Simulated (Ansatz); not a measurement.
Cost and result up the ladder for In7Sb6F3 (16 atoms). Total charge 0; singlet. Geometry: PBE-D4/def2-SVP.

```
atom   x (Å)   y (Å)   z (Å)
 Sb1  -2.584  -3.169  -0.534
 Sb2  -2.277   2.103  -0.135
 Sb3  -2.340   1.312   2.665
 Sb4   3.209  -0.599  -1.638
 Sb5  -0.323  -4.707  -0.614
 Sb6   1.839   1.405  -2.974
 In7  -1.785  -0.781   0.849
 In8  -0.701  -0.363  -2.133
 In9  -0.313   3.669   2.232
In10   0.514   2.625  -0.733
In11   1.092  -2.318  -0.640
In12   3.564   1.880   0.192
In13   0.873   0.238   3.100
 F14  -2.547  -1.884  -2.276
 F15   0.429  -1.187   1.306
 F16   1.350   1.777   1.334
```

Ansatz on 2 threads of AMD EPYC 7R13 on a shared host and a share (18 GiB) of an NVIDIA H100 80GB HBM3. Times are rough, and most runs start from the orbitals of an earlier one. No level here is sound enough to serve as a yardstick. Binding counts from free atoms at the same level (Sb quartet, In doublet, F doublet; other spins of the atoms weren't run), without zero-point energy or a counterpoise term.

In the def2 sets In, Sb take a core potential; there is no spin–orbit coupling. B3LYP takes the VWN-RPA correlation. Correlated methods freeze 55 core orbitals; core or outer-core shells of Sb, In are correlated, in sets that lack core-valence functions. The rows differ in basis, and correlated rows in double-zeta sets carry the largest basis error. Single mean-field runs in def2-TZVP are fitted with def2-universal-jkfit.

Run but left out: HF/STO-3G, BHLYP-D4/def2-TZVP (restricted singlet, unstable in another Hartree–Fock run and untested here).

Correlated methods converge slowly with the basis, most of all in double-zeta sets.

| level | functions | wall time |
| --- | --- | --- |
| PBE-D4/def2-SVP | 380 | 8.5 s |
| r2SCAN-D4/def2-TZVP | 743 | 9 s |
| PBE-D4/def2-TZVP | 743 | 10 s |
| revPBE-D4/def2-TZVP | 743 | 12 s |
| PBE0-D4/def2-SVP | 380 | 12 s |
| MP2/def2-SVP | 380 | 15 s |
| RPA@PBE/def2-SVP | 380 | 16 s |
| B3LYP-D4/def2-TZVP (with forces) | 743 | 17 s |
| PBE0-D4/def2-TZVP (with forces) | 743 | 18 s |

Question: Estimate what each level gives for the binding energy per atom (eV).

Answer: 
| level | binding energy per atom (eV) | remarks |
| --- | --- | --- |
| PBE-D4/def2-SVP | 2.66 | – |
| r2SCAN-D4/def2-TZVP | 2.49 | restricted SCF unstable in HF |
| PBE-D4/def2-TZVP | 2.65 | restricted SCF unstable in HF |
| revPBE-D4/def2-TZVP | 2.47 | restricted SCF unstable in HF |
| PBE0-D4/def2-SVP | 2.47 | restricted SCF unstable in HF |
| MP2/def2-SVP | 2.28 | restricted SCF unstable |
| RPA@PBE/def2-SVP | 2.03 | – |
| B3LYP-D4/def2-TZVP (with forces) | 2.46 | restricted SCF unstable in HF |
| PBE0-D4/def2-TZVP (with forces) | 2.47 | restricted SCF unstable in HF |
